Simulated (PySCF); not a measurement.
**Polarisability and C₆ of Au⁺ (gold, charge +1)**

[Xe] 4f14 5d9 6s1, high-spin 3D determinant (an excited configuration). All numbers are calculated (PySCF 2.14, a scalar-relativistic core potential, in def2-TZVPPD with the def2 core potential (60 electrons) (6s5p3d2f1g, 59 functions)). Coupled (time-dependent) response in atomic units; α is the mean over directions.

```csv
method,mean α (bohr³),"α xx, yy, zz",C₆ (like pair),S(−4)
UHF,24.90,"25.13, 25.13, 24.45",174.6,344.6
PBE,19.31,"19.24, 19.24, 19.46",138.7,155.9
PBE0,20.09,"20.06, 20.06, 20.15",143.5,178.4
MN15,19.71,"19.68, 19.68, 19.77",141.5,163.2
TPSS,19.74,"19.67, 19.67, 19.88",142.4,164.3
```

S(−4) is the Cauchy moment in α(ω) = α(0) + S(−4) ω² + …

Spin-orbit coupling is absent.

α(iu) at TPSS:

```json
{"u (hartree)": "0", "α(iu) (bohr³)": "19.74"}
{"u (hartree)": "0.0500", "α(iu) (bohr³)": "19.34"}
{"u (hartree)": "0.100", "α(iu) (bohr³)": "18.28"}
{"u (hartree)": "0.200", "α(iu) (bohr³)": "15.30"}
{"u (hartree)": "0.300", "α(iu) (bohr³)": "12.52"}
{"u (hartree)": "0.500", "α(iu) (bohr³)": "8.853"}
{"u (hartree)": "0.750", "α(iu) (bohr³)": "6.451"}
{"u (hartree)": "1.00", "α(iu) (bohr³)": "5.077"}
{"u (hartree)": "1.50", "α(iu) (bohr³)": "3.465"}
{"u (hartree)": "2.00", "α(iu) (bohr³)": "2.506"}
{"u (hartree)": "3.00", "α(iu) (bohr³)": "1.449"}
{"u (hartree)": "5.00", "α(iu) (bohr³)": "0.6369"}
```

For an ion, C₆ is the dispersion term alone; charge-induced terms of lower order in 1/R come first.

The components differ because the open shell of this determinant is not spherical; for a pure term their mean is the scalar polarisability.

Energies and moments cover only the electrons outside the core potential. Spin-orbit coupling, absent here, splits the open shell strongly.
